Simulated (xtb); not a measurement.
C2H9FSi3, SMILES C[Si]1([SiH2]C[SiH2]1)F. All values are semi-empirical tight-binding results from xtb (GFN2-xTB unless named), good for trends rather than for accurate numbers. The structure is a stationary point at GFN2-xTB. This is a generated structure with no PubChem entry under its InChIKey; it may be hypothetical.

Optimised geometry:

```xyz
15

C      2.4658     0.2182     0.7148
Si     0.8083    -0.2549    -0.0898
F      1.2622    -1.4179    -1.1529
Si    -1.0896    -0.8103     1.1627
C     -1.9824     0.6247     0.2198
Si    -0.6532     1.3337    -0.9950
H      2.9189    -0.6377     1.2081
H      3.1723     0.5768    -0.0291
H      2.3359     1.0000     1.4557
H     -1.7848    -2.0896     0.9749
H     -1.0883    -0.5763     2.6144
H     -2.3564     1.3869     0.9016
H     -2.8634     0.2689    -0.3122
H     -0.4090     2.7618    -0.7451
H     -1.1042     1.2539    -2.3900
```

```
Quantity                                       Result
--------------------------------------  -------------
point group as xtb finds it                        Cs
orbital gap                                   3.44 eV
dipole moment                                  1.52 D
zero-point energy                       61.7 kcal/mol
G − E(el) at 298.15 K (modified RRHO)   39.4 kcal/mol
static polarisability (D4 model)          105.5 bohr³
solvation energy, GFN2-xTB/ALPB(water)  -0.4 kcal/mol
solvation energy, GFN2-xTB/ALPB(chcl3)  -4.3 kcal/mol
```

Computed atomic charges and the Wiberg bond orders between heavy atoms:
charges (e) C1 -0.20, Si2 0.41, F3 -0.30, Si4 0.37, C5 -0.28, Si6 0.37, H7 0.03, H8 0.03, H9 0.01, H10 -0.11, H11 -0.12, H12 0.01, H13 0.01, H14 -0.12, H15 -0.11. Bond orders C1–Si2 0.88, Si2–F3 1.07, Si2–Si4 0.81, Si4–C5 0.92, Si2–Si6 0.81, C5–Si6 0.92.
